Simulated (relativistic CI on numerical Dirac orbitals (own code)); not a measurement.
# Radial parameters of Sm XXXIX

Calculated at this level of theory: Dirac-Coulomb-Breit CI, orbitals from a KLI potential per configuration, model QED, unscaled Slater integrals (own radial code, finite nucleus).

Slater integrals F^k, G^k are unscaled and averaged over j, outside the closed core [Ne]; ζ comes from projecting the Hamiltonian with its Breit term on Σ l·s of the shell.

- 3s²3p⁶3d⁶: F^2(3d,3d) = 473850, F^4(3d,3d) = 305620, ζ(3d) = 95460 cm⁻¹; <r>(3d) = 0.2149, <r^2>(3d) = 0.05367 (bohr units).
- 3s²3p⁵3d⁷: ζ(3p) = 725680, F^2(3d,3d) = 472970, F^4(3d,3d) = 305030, F^2(3p,3d) = 413370, G^1(3p,3d) = 445620, G^3(3p,3d) = 295920, ζ(3d) = 94500 cm⁻¹; <r>(3p) = 0.2398, <r^2>(3p) = 0.06651, <r>(3d) = 0.2153, <r^2>(3d) = 0.05385 (bohr units).
- 3s²3p⁴3d⁸: F^2(3p,3p) = 411180, ζ(3p) = 725110, F^2(3d,3d) = 472080, F^4(3d,3d) = 304420, F^2(3p,3d) = 412950, G^1(3p,3d) = 445590, G^3(3p,3d) = 295770, ζ(3d) = 93546 cm⁻¹; <r>(3p) = 0.24, <r^2>(3p) = 0.06664, <r>(3d) = 0.2156, <r^2>(3d) = 0.05404 (bohr units).

Q: Give the Racah parameters of the d shell in 3s²3p⁶3d⁶.

A: B = F²/49 − 5F⁴/441 = 6205 cm⁻¹ and C = 35F⁴/441 = 24255 cm⁻¹.

Averages of the first 10 configurations, taken without configuration mixing, which lowers the lowest level and can move excited configurations by several eV; other configurations of the list can lie among them:

```
Configuration  Parity  States  Average energy above the lowest level (eV)
    3s²3p⁶3d⁶    even     210                                        57.6
    3s²3p⁵3d⁷     odd     720                                       390.7
    3s²3p⁴3d⁸    even     675                                       730.3
     3s3p⁶3d⁷    even     240                                       656.3
       3p⁶3d⁸    even      45                                      1263.8
     3s3p⁵3d⁸     odd     540                                       988.1
  3s²3p⁶3d⁵4s    even     504                                      1171.5
  3s²3p⁶3d⁵4p     odd    1512                                      1270.4
  3s²3p⁴3d⁷4s    even    3600                                      1828.6
  3s²3p⁶3d⁵4d    even    2520                                      1395.7
```
